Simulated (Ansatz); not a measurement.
One change: `P[SiH]1CC1` becomes `Br[SiH]1CC1`.

Ansatz, PBE0-D4/def2-TZVP geometries, multiplicity 1. Each molecule was computed in one conformer, which needn't be the lowest.

Scalar relativity is left out up to krypton. Spin–orbit coupling is left out; it splits and shifts lone-pair levels of the heavy atoms by tenths of an eV.

```
                                          property  `P[SiH]1CC1`
                 LUMO energy (PBE/def2-TZVPP) / eV         -0.74
           HOMO–LUMO gap (ωB97M-V/def2-TZVPP) / eV         10.93
               HOMO–LUMO gap (PBE/def2-TZVPP) / eV          5.05
  size of the dipole moment (B3LYP/def2-TZVPP) / D          0.52
size of the dipole moment (ωB97M-V/def2-TZVPP) / D          0.52
                 HOMO energy (PBE/def2-TZVPP) / eV         -5.79
```

Problem. Give the same properties after the change, and the shifts. (Best estimate.)

Solution. Ansatz gave: 
```csv
property,`Br[SiH]1CC1`,shift
LUMO energy (PBE/def2-TZVPP) / eV,-0.95,-0.21
HOMO–LUMO gap (ωB97M-V/def2-TZVPP) / eV,11.09,0.16
HOMO–LUMO gap (PBE/def2-TZVPP) / eV,4.95,-0.10
size of the dipole moment (B3LYP/def2-TZVPP) / D,1.27,0.75
size of the dipole moment (ωB97M-V/def2-TZVPP) / D,1.25,0.73
HOMO energy (PBE/def2-TZVPP) / eV,-5.91,-0.12
```

Dipoles are sizes alone; their direction can turn.

B3LYP here is the variant with VWN-RPA as its local correlation; programs differ in this.
